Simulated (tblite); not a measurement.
C4H9P2Si (doublet state).
Structure used (GFN2-xTB), in Å, numbered top down from 1:
```
atom  x, y, z in Å
C1     2.3316   -0.7628    1.7471
C2     1.9582   -0.7011    0.6115
C3     1.4928   -0.5928   -0.7541
C4     0.5916    0.6280   -0.9322
Si5   -0.9448    0.5247    0.2322
P6    -2.5004    1.8740   -0.7215
P7    -1.6290   -1.6333    0.0929
H8     2.6670   -0.8315    2.7384
H9     0.9325   -1.5011   -1.0078
H10    2.3589   -0.5330   -1.4212
H11    0.2488    0.6783   -1.9686
H12    1.1629    1.5366   -0.7361
H13   -3.3567    1.8690    0.3652
H14   -1.8921    3.0478   -0.3162
H15   -2.6711   -1.4997    0.9952
H16   -0.7578   -2.0940    1.0638
```

Method: GFN2-xTB as coded in tblite; computed harmonic values from a numerical Hessian at the method's own geometry, unscaled. Errors from tens to a few hundred cm⁻¹ against measured bands are possible. Modes of hydrogen on phosphorus can be 10 to 20 % off. One conformer, not necessarily the lowest. Open shells enter through the occupations alone, without spin polarisation, and single modes of such species can be off by tens of per cent.

Harmonic wavenumbers (cm⁻¹): 30.0, 58.5, 87.8, 93.7, 108.8, 133.4, 162.4, 185.1, 248.7, 309.9, 394.5, 464.1, 498.5, 631.2, 642.8, 645.6, 654.7, 664.0, 680.8, 701.7, 748.7, 923.5, 935.3, 1075.4, 1109.2, 1137.9, 1142.5, 1152.7, 1254.2, 1311.5, 1446.9, 1454.8, 2291.7, 2299.4, 2302.2, 2381.7, 2389.9, 2909.5, 2940.9, 2954.3, 2983.3, 3398.5.

A = 2018, B = 857.9, C = 705.2 MHz; mass 146.995 u (most abundant isotopes); point group C1, symmetry number 1; spin multiplicity 2.

What is the zero-point energy?

Half the sum of the wavenumbers: 23970 cm⁻¹ = 286.75 kJ/mol.

What is S at 500 K and 1 bar for an ideal gas of classical rigid rotors and harmonic oscillators?

Translation 181.84, rotation 131.78, vibration 242.31, spin (R ln 2) 5.76: S = 561.7 J/(mol K).

And Cp and H(500 K) − H(0)?

Cp = 227.17 J/(mol K), of which vibrations give 193.91 (their classical limit is 42 R = 349.2); H(500 K) − H(0) = 73.42 kJ/mol without the zero-point energy, 56.79 from vibrations.

Blend soft modes into free rotors: weight 1/[1 + (100 cm⁻¹/ν̃)⁴] for the oscillator and the rest for a rotor with moment μB/(μ + B), μ = h/(8π²ν), B = 10⁻⁴⁴ kg m². What vibrational entropy results?

217.62 J/(mol K) in place of 242.31, which changes −T·S at 500 K by +12.35 kJ/mol.

Which modes carry the vibrational entropy at 500 K?

30.0 cm⁻¹: 28.68; 58.5 cm⁻¹: 23.14; 87.8 cm⁻¹: 19.78; 93.7 cm⁻¹: 19.24; 108.8 cm⁻¹: 18.00; 133.4 cm⁻¹: 16.33 J/(mol K); the other 36 give 117.15 together.

What must be added to the electronic energy to get the Gibbs energy at 500 K and 1 bar?

ZPE + [H(500 K) − H(0)] − T·S = 286.75 + 73.42 − 280.85 = 79.32 kJ/mol.

Hindered rotation and anharmonicity are outside this model. Other conformers, if any are populated, would add a mixing term that is left out. The structure is chiral; the term R ln 2 for an equal mix with its mirror image is left out.
